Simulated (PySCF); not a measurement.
**Effect of structural changes**

Method used: TDA wB97X-D/aug-cc-pVDZ excited states, vertical, gas phase in PySCF. Geometry: PBE0-D3(BJ)/def2-SVP.

Each molecule in one low-energy conformer.

(1) How does the vertical S1–T1 gap change along this series?
- Clc1ccc(C2CC2)cc1 (H on C replaced by cPr)
- CCc1ccc(Cl)cc1 (H on C replaced by C2H5)
- C[S@](=O)c1ccc(Cl)cc1 (H on C replaced by SOCH3)
- C=C(C)c1ccc(Cl)cc1 (H on C replaced by isopropenyl)
- CNc1ccc(Cl)cc1 (H on C replaced by NHCH3)

## Answers

(1) 
```tsv
molecule	S1 (eV)	S1 from	f(S1)	T1 (eV)	T1 from	S1 − T1 (eV)	S0–T1 spin-orbit coupling (cm⁻¹)	S1–T1 spin-orbit coupling (cm⁻¹)
Clc1ccc(C2CC2)cc1	5.15	HOMO→LUMO+1	0.011	3.96	HOMO→LUMO+4 / HOMO→LUMO+1	1.19	0.20	0.35
CCc1ccc(Cl)cc1	5.27	HOMO→LUMO+1	0.005	4.05	HOMO→LUMO+2 / HOMO−1→LUMO+1	1.22	0.32	0.18
C[S@](=O)c1ccc(Cl)cc1	5.19	HOMO→LUMO+1	0.007	3.97	HOMO→LUMO / HOMO−1→LUMO	1.22	11.16	1.91
C=C(C)c1ccc(Cl)cc1	5.03	HOMO→LUMO+2	0.022	3.39	HOMO→LUMO	1.64	1.00	0.36
CNc1ccc(Cl)cc1	4.65	HOMO→LUMO+2	0.051	3.66	HOMO→LUMO+2	0.99	0.60	0.20
```
The vertical S1–T1 gap is lowest for CNc1ccc(Cl)cc1 and highest for C=C(C)c1ccc(Cl)cc1.
